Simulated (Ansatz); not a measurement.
Coupled-cluster diagnostics for the cluster Cu₂I, Ansatz.

Geometry of the doublet (r2SCAN-D4/def2-TZVP):

```csv
atom,x (Å),y (Å),z (Å)
Cu1,0.265,-2.180,-0.750
Cu2,-0.067,2.309,0.222
I3,-0.198,-0.129,0.528
```

In the def2 sets I takes a core potential; there is no spin–orbit coupling. Correlated methods freeze 22 core orbitals; core or outer-core shells of I are correlated, in sets that lack core-valence functions. Another isomer (doublet) lies 0.58 eV lower at PBE0-D4/def2-TZVP; other spin states weren't run for this one.

Problem. Estimate the CCSD(T) correlation energy, the shares of MP2 and (T), T1 and the reference's ⟨S²⟩ for: charge 0, doublet, own geometry in def2-TZVP; and the rough time on 4 threads of Arm Neoverse V2 on a shared host.

Solution. 
```json
{"state": "charge 0, doublet, own geometry", "basis": "def2-TZVP", "correlation (eV)": "-33.597", "MP2 share (%)": "108.0", "(T) share (%)": "3.1", "T1": "0.048", "⟨S²⟩ (pure)": "0.76 (0.75)", "wall time": "42 s"}
```
Customary marks for T1 are 0.02 (closed shells), 0.045 (open shells) and about 0.05 (3d metals). T1 exceeds 0.02 in 1 of 1 rows and 0.045 in 1; the higher it lies, the less the single-reference result can be trusted.
